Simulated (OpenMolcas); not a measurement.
# Co4+ in a point-charge field

Co4+ among 6 point charges of -2.2 e arranged as an octahedron (Oh), 1.91 Å from the ion.
```
   1.9100    0.0000    0.0000  -2.20
   0.0000    1.9100    0.0000  -2.20
  -1.9100    0.0000    0.0000  -2.20
   0.0000   -1.9100    0.0000  -2.20
   0.0000    0.0000    1.9100  -2.20
   0.0000    0.0000   -1.9100  -2.20
```

| Quantity | Value |
| --- | --- |
| Program | OpenMolcas 26.06 |
| Method | SS-CASPT2, IPEA 0.25 Eh, imaginary shift 0.1 Eh (closed shells correlated: 3s 3p) |
| Basis | ANO-RCC-VDZP [5s4p2d1f] |
| Scalar Hamiltonian | DKH2, point nucleus |
| Active space | 5 electrons in 5 orbitals (3d) |
| State averaging | 2S+1 = 6 even, 1 root; 2S+1 = 4 even, 24 roots; 2S+1 = 2 even, 75 roots |
| Spin-orbit coupling | RASSI with atomic mean-field integrals over the reference wave functions |

The lowest spin-free states (labels of O, the rotations of Oh), above the lowest:

| State | Degeneracy | E (cm-1) | Free-ion L (%) |
| --- | --- | --- | --- |
| 6A1 | 1 | 0 | S (100) |
| 4T1 | 3 | 39110 | G (89) |
| 4T2 | 3 | 39810 | G (100) |
| 4E | 2 | 40070 | G (100) |
| 4A1 | 1 | 40270 | G (100) |
| 4T1 | 3 | 45760 | P (89) |
| 4T2 | 3 | 47560 | D (99) |
| 4E | 2 | 48040 | D (100) |
| 2T2 | 3 | 57260 | I (90) |
| 2A2 | 1 | 57520 | I (93) |
| 2T1 | 3 | 57840 | I (95) |
| 2T2 | 3 | 57880 | I (97) |
| 2E | 2 | 58270 | I (99) |
| 2A1 | 1 | 58690 | I (100) |
| 2T2 | 3 | 60370 | D (62) |
| 2E | 2 | 61560 | D (92) |
| 2T1 | 3 | 63450 | F (93) |
| 2A2 | 1 | 64750 | F (93) |
| 4T1 | 3 | 65060 | F (100) |
| 2T2 | 3 | 65200 | F (56) |

The lowest levels with spin-orbit coupling:

| E (cm-1) | Degeneracy | Label | 2S+1 | g |
| --- | --- | --- | --- | --- |
| 0 | 6 |  | 6 |  |
| 39040 | 2 | Γ7 | 4 | 2.23 2.23 2.23 |
| 39070 | 4 | Γ8 | 4 |  |
| 39100 | 4 | Γ8 | 4 |  |
| 39170 | 2 | Γ6 | 4 | 2.85 2.85 2.85 |
| 39690 | 2 | Γ7 | 4 | 1.70 1.70 1.70 |
| 39780 | 4 | Γ8 | 4 |  |
| 39860 | 2 | Γ6 | 4 | 4.15 4.15 4.15 |
| 39870 | 4 | Γ8 | 4 |  |
| 40050 | 2 | Γ7 | 4 | 2.17 2.17 2.17 |
| 40060 | 4 | Γ8 | 4 |  |
| 40080 | 2 | Γ6 | 4 | 1.39 1.39 1.39 |
| 40270 | 4 | Γ8 | 4 |  |
| 45260 | 4 | Γ8 | 4 |  |
| 45340 | 2 | Γ7 | 4 | 2.55 2.55 2.55 |
| 45450 | 4 | Γ8 | 4 |  |
| 45680 | 2 | Γ6 | 4 | 2.55 2.55 2.55 |
| 47490 | 2 | Γ6 | 4 | 2.20 2.20 2.20 |
| 47650 | 4 | Γ8 | 4 |  |
| 47760 | 2 | Γ7 | 4 | 4.37 4.37 4.37 |

Powder χT (cm3 K/mol): 4.38 at 2 K, 4.38 at 10 K, 4.38 at 50 K, 4.38 at 100 K, 4.38 at 200 K, 4.38 at 300 K. The effective moment at 300 K is 2.828 √(χT) = 5.92 μB.

The lowest level has 2S+1 = 6, for which the spin-only value is χT = S(S+1) / 2 = 4.375 cm3 K/mol (g = 2). The computed 4.385 at 300 K differs by +0.010, little more than the free-electron g of 2.0023 accounts for.

Roots that are degenerate in the reference are averaged as groups; the widest CASPT2 spread within a group is 300 cm-1 (the 3-fold group of multiplicity 2 near 57900 cm-1 above the lowest state of its run). Shifts and gaps below about the spread of the groups concerned are not significant. Point charges give a weaker field than real ligands, and real ions of this kind are often low spin; the high spin found here belongs to the model. Free-ion shares, where given, are those of the reference states; single-state CASPT2 does not remix them. Point charges carry no covalency, so the field is a model and not that of real ligands. No measured value stands beside these numbers.

The CASPT2 steps took 6.3 s on 1 thread of Intel(R) Xeon(R) Platinum 8488C (Sapphire Rapids), on a shared host; the integral step is not counted.
